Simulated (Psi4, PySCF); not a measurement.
Approach curve of the dimer C2H6 ··· BCl3 (SMILES CC and ClB(Cl)Cl). Monomers: optimised at B3LYP-D3(BJ) (def2-TZVP), held rigid. Orientation: a higher rigid-body minimum at GFN2-xTB. R is the distance of the centres of mass, along which the second monomer moves.

Geometry at R = 3.98 Å (first 8 atoms: monomer A):
```
12

C      0.7630     0.0116    -0.0039
C     -0.7630    -0.0116     0.0039
H      1.1445     0.8297    -0.6181
H      1.1632     0.1416     1.0036
H      1.1720    -0.9186    -0.4034
H     -1.1720     0.9187     0.4032
H     -1.1632    -0.1418    -1.0035
H     -1.1445    -0.8296     0.6182
Cl     0.3053    -3.0621     1.8554
B      2.0375    -2.9925     1.6540
Cl     2.7942    -3.8196     0.3164
Cl     3.0133    -2.0986     2.7918
```

- RKS-B3LYP/3-21G = PySCF with restricted B3LYP/3-21G, no counterpoise correction
- RMP2/3-21G = restricted MP2 (frozen core)/3-21G, no counterpoise correction run with PySCF
- RKS-B3LYP/6-31G* = restricted B3LYP/6-31G*, spherical d, no counterpoise correction in PySCF
- SAPT0/jun-cc-pVDZ, frozen core (Psi4)

Interaction energies in kcal/mol; the last columns give the difference from SAPT0:

```csv
R / Å,RKS-B3LYP/3-21G,RMP2/3-21G,RKS-B3LYP/6-31G*,SAPT0/jun-cc-pVDZ,RKS-B3LYP/3-21G − SAPT0/jun-cc-pVDZ,RMP2/3-21G − SAPT0/jun-cc-pVDZ,RKS-B3LYP/6-31G* − SAPT0/jun-cc-pVDZ
3.42,3.43,2.82,6.68,4.10,-0.67,-1.29,2.58
3.61,1.00,0.16,3.32,1.26,-0.27,-1.10,2.05
3.76,0.13,-0.76,1.86,0.10,0.03,-0.86,1.75
3.98,-0.32,-1.19,0.76,-0.66,0.34,-0.53,1.42
4.15,-0.37,-1.18,0.38,-0.84,0.47,-0.34,1.22
4.40,-0.30,-0.98,0.13,-0.83,0.54,-0.15,0.97
4.69,-0.17,-0.70,0.05,-0.68,0.51,-0.02,0.74
4.97,-0.08,-0.47,0.03,-0.53,0.45,0.05,0.56
5.51,0.00,-0.20,0.03,-0.30,0.30,0.10,0.33
6.16,0.00,-0.08,0.01,-0.16,0.16,0.07,0.17
7.20,0.00,-0.03,0.00,-0.06,0.06,0.03,0.06
8.51,0.00,-0.01,0.00,-0.02,0.02,0.01,0.02
```

RKS-B3LYP/3-21G is furthest from SAPT0/jun-cc-pVDZ at 3.42 (-0.67 kcal/mol, below); its mean absolute difference over the points is 0.32 kcal/mol.

RMP2/3-21G is furthest from SAPT0/jun-cc-pVDZ at 3.42 (-1.29 kcal/mol, below); its mean absolute difference over the points is 0.38 kcal/mol.

RKS-B3LYP/6-31G* is furthest from SAPT0/jun-cc-pVDZ at 3.42 (2.58 kcal/mol, above); its mean absolute difference over the points is 0.99 kcal/mol.
